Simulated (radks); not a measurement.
Results of a calculation; reference values are marked as such.
Problem. Excited configurations of neutral magnesium: one electron is placed in a higher orbital outside [Ne] 3s1. The ground configuration is [Ne] 3s2. Level of theory: Dirac Kohn-Sham, PBE, spin-unpolarised, spherical densities, finite nucleus; open shells fill j = l - 1/2 first; Fermi nuclear charge, rms radius 3.057 fm (a radial shooting solver on a logarithmic mesh with Libxc functionals). Excitation = E - E(ground); binding = E(ion) - E, where the ion is the core of charge +1; n* = 1/sqrt(2 binding) in atomic units, and the quantum defect is n - n*.

outer orbital  excitation (eV)  binding (eV)     n*  quantum defect  eigenvalue (eV)  <r> (bohr)
3p1/2                    3.486         4.474  1.744           1.256           -2.073       4.265
4p1/2                    6.106         1.854  2.709           1.291           -1.042       10.74
7s1/2                    7.392         0.568  4.892           2.108           -0.379       39.80

Estimate the row for 5s1/2.

Solution. excitation (eV) 6.613; binding (eV) 1.347; n* 3.178; quantum defect 1.822; eigenvalue (eV) -0.825; <r> (bohr) 16.30. The Delta-SCF ionisation energy is 7.960 eV (NIST Atomic Spectra Database: 7.646 eV, measured). Self-interaction in the functional shifts the binding energies and quantum defects, so they are the method's values and not measured ones. Spin polarisation and multiplet splitting are left out, so open shells lie too high by an amount that depends on their filling.

Beside tabulated values, note that spin-unpolarised runs miss the spin-polarisation part of the exchange energy of open shells.
